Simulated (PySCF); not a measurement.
A calculated (UHF, PySCF 2.14, def2-TZVP, no relativity, point nucleus) atom or ion has these occupied shells.

```
shell  electrons  orbital energy (eV)  rms radius, mean of both spins (bohr)
   1s          2              -1600.3                                  0.139
   2s          2              -141.96                                  0.677
   2p          6              -95.846                                  0.675
   3s          2              -17.746                                   2.61
```

(1) Name the element and its charge.

Answers

(1) Al⁺ (aluminium, charge +1), in [Ne] 3s2, closed-shell 1S.
